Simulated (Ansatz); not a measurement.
**Reading a saddle point**

A first-order saddle point of GaH$_{4}$F, closed shell, PBE0-D4/def2-TZVP, with one imaginary mode of 1012i cm⁻¹:

```csv
atom,x (Å),y (Å),z (Å)
Ga1,-0.4156,-0.2656,-0.3819
F2,0.4074,-0.1426,1.4556
H3,0.1128,-1.5520,-1.0693
H4,-1.8120,0.4088,-0.3382
H5,0.8493,0.5910,0.6510
H6,0.8582,0.9606,-0.3171
```

Program: Ansatz 0.2.0. Basis: def2-TZVPP and def2-QZVPP. Cores are frozen in the correlated methods. Filled d shells of the heavier atoms are correlated. The def2 sets are not built for correlating such inner shells, so the correlated values are less sure here. Extrapolation: Hartree–Fock as exp(−7.88 √X), correlation as X^−2.97.

Problem. Which contacts change along the imaginary mode, and what lies on either side? (Judge from chemistry; the calculation decides.)

Solution. Computed: The step is GaH₂F ([F][GaH2]) + H₂ → GaH₃ + HF, with the molecules in contact on both sides. Shortening one way: Ga1–H6, F2–H5; lengthening the same way: Ga1–F2, H5–H6.
```csv
pair,one side (Å),saddle (Å),other side (Å)
Ga1–H6,2.51,1.77,1.58
F2–H5,2.64,1.18,0.93
Ga1–F2,1.76,2.02,2.35
H5–H6,0.75,1.04,2.42
```

Problem. Which side is lower, and how far does the saddle lie above each? (Judge from chemistry; the value comes from the calculation.)

Solution. The calculation gives: The side with Ga1–F2, H5–H6 short is lower by 62.0 kJ/mol; the saddle lies 108.7 kJ/mol above it and 46.7 kJ/mol above the other (CCSD(T) at an estimated basis limit (MP2 extrapolated from triple and quadruple zeta, plus CCSD(T) − MP2 in triple zeta); electronic energies).

The T1 diagnostic stays at or below 0.014.

Labels in which every atom is bracketed show which atoms are joined, not bond orders.

For scale, one of the runs: CCSD(T)/def2-TZVPP, 135 basis functions, launched by `ansatz run in.yaml --threads 2 --pin off --events-out ev --progress --plain --max-ram 4352MiB`. Hardware: 2 CPU threads of an Arm Neoverse V1, shared host. Wall time 14 s; peak host memory 0.72 GiB.
